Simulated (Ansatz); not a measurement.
Method: frozen-core CCSD(T)/cc-pVDZ // B3LYP-D3(BJ)/def2-SVP run with Ansatz (an electronic-structure program).

Ansatz 0.2 input:
```yaml
crystal:
  periodic: [false, false, false]
  atoms:
    - { symbol: C, position_ang: [2.363986, -0.511027, 1.354341] }
    - { symbol: C, position_ang: [1.31692, 0.573877, 1.063054] }
    - { symbol: Si, position_ang: [-0.050891, -0.004719, -0.061311] }
    - { symbol: O, position_ang: [-0.881546, -1.309538, 0.529295] }
    - { symbol: C, position_ang: [-1.918863, -1.277859, 1.481937] }
    - { symbol: O, position_ang: [0.659009, -0.474244, -1.480021] }
    - { symbol: C, position_ang: [-0.004654, -1.164191, -2.517919] }
    - { symbol: O, position_ang: [-1.204857, 1.170545, -0.305995] }
    - { symbol: C, position_ang: [-0.959946, 2.45377, -0.829881] }
    - { symbol: H, position_ang: [3.151665, -0.149866, 2.035026] }
    - { symbol: H, position_ang: [2.847007, -0.847325, 0.423883] }
    - { symbol: H, position_ang: [1.898498, -1.395828, 1.817324] }
    - { symbol: H, position_ang: [0.854497, 0.932832, 2.000274] }
    - { symbol: H, position_ang: [1.794232, 1.459129, 0.606143] }
    - { symbol: H, position_ang: [-1.530436, -1.089721, 2.500641] }
    - { symbol: H, position_ang: [-2.663747, -0.497695, 1.247882] }
    - { symbol: H, position_ang: [-2.425071, -2.256264, 1.488823] }
    - { symbol: H, position_ang: [-0.483272, -2.086773, -2.146602] }
    - { symbol: H, position_ang: [-0.784933, -0.538269, -2.988195] }
    - { symbol: H, position_ang: [0.73268, -1.435238, -3.289622] }
    - { symbol: H, position_ang: [-1.923766, 2.951139, -1.022897] }
    - { symbol: H, position_ang: [-0.39881, 2.411866, -1.781607] }
    - { symbol: H, position_ang: [-0.387699, 3.085404, -0.124572] }
basis:
  gaussian: { orbitals: cc-pVDZ }
correlation:
  method: ccsd_t
```

Output:

```
Functional definition: HF
1821 factors; integrals over basis functions are off by at most 1.2e-3 eV
mean field evaluation 1: about -19345.5829 eV, gradient 4.8e1 eV
mean field evaluation 2: about -19345.8788 eV, gradient 4.9e1 eV
mean field evaluation 4: about -19351.1759 eV, gradient 5.3e0 eV
mean field evaluation 8: about -19351.2562 eV, gradient 2.3e-1 eV
mean field evaluation 16: about -19350.8376 eV, gradient 5.3e0 eV
mean field -19351.25639053 eV, -711.1455555994 hartree, gradient 8.4e-6 eV, S^2 0.000000; 0 other end points of the search recorded, 0 dependent functions left out
13 core orbitals not correlated
reference -19351.25639053 eV, -711.1455555994 hartree; 28, 28 occupied and 159, 159 virtual orbitals, 1821 factors
second order -37.09995059 eV of doubles, -0.00000000 eV of singles
cycle   1  -38.45562439 eV  change    -1.4e0 eV  update   1.3e-1
cycle   2  -39.41647275 eV  change   -9.6e-1 eV  update   3.8e-2
cycle   3  -39.64391002 eV  change   -2.3e-1 eV  update   1.9e-2
cycle   4  -39.63890287 eV  change    5.0e-3 eV  update   3.8e-3
cycle   5  -39.63945206 eV  change   -5.5e-4 eV  update   1.5e-3
cycle   6  -39.64020352 eV  change   -7.5e-4 eV  update   4.4e-4
cycle   7  -39.63995947 eV  change    2.4e-4 eV  update   1.7e-4
cycle   8  -39.63988263 eV  change    7.7e-5 eV  update   4.9e-5
cycle   9  -39.63988449 eV  change   -1.9e-6 eV  update   1.7e-5
perturbative correction -1.05987125 eV, -0.0389495499 hartree
Total energy: -19391.95614627 eV, -712.6412440355 hartree
```

Cost: very roughly 14 core-minutes.
